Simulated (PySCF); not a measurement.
B(OMe)2(SH), SMILES COB(S)OC at its B3LYP/def2-SVP optimised geometry (Å):

```
13

B     -0.3167     0.0069     0.0000
O      1.0408     0.0069     0.0000
C      1.7795     1.2164     0.0029
H      1.5314     1.8397     0.8780
H      2.8482     0.9594     0.0379
H      1.5841     1.8102    -0.9057
O     -0.9969     1.1844     0.0000
C     -2.4058     1.2849     0.0055
H     -2.8416     0.8093     0.9014
H     -2.6751     2.3513     0.0085
H     -2.8482     0.8126    -0.8888
S     -1.2045    -1.6079     0.0011
H     -0.0766    -2.3513     0.0035
```

Calculation: B3LYP/def2-TZVP (PySCF 2.14.0). Cells within 0.4 Å of a nucleus heavier than hydrogen are left out (blank, or x).

Map of the Laplacian of the electron density (e/bohr⁵), clipped to [-1.50, 1.50] on the plane z = 0.0 Å:

```
|55555555555555555555555555555|
|55555555555555555555555555555|
|55555555555555555555555555555|
|55555555555555555555555555555|
|55555555555555555555555555555|
|55555555555555555555555555555|
|55555555555555555555555555555|
|55555522555555555555555555555|
|55555520555555555555555555555|
|55555540456665555555555555555|
|5555556xx43xx655557x745555555|
|5555555xx41xx75555xxx10555555|
|55555554556335556534442555555|
|5555555555555x854x36555555555|
|555555555555xxx3xxx6555555555|
|5555555555554x765x56555555555|
|55555555555444556665555555555|
|55555555548935555555555555555|
|5555555555xx95555555555555555|
|5555555555xx94555555555555555|
|55555555548932155555555555555|
|55555555555553055555555555555|
|55555555555555555555555555555|
|55555555555555555555555555555|
|55555555555555555555555555555|
|55555555555555555555555555555|
|55555555555555555555555555555|
|55555555555555555555555555555|
|55555555555555555555555555555|
```
Scale: ten equal steps from -1.50 (start of '0') to 1.50 (end of '9'), in the order '0123456789'; x runs from -5.00 to 5.00, y from -5.00 (bottom) to 5.00 (top).
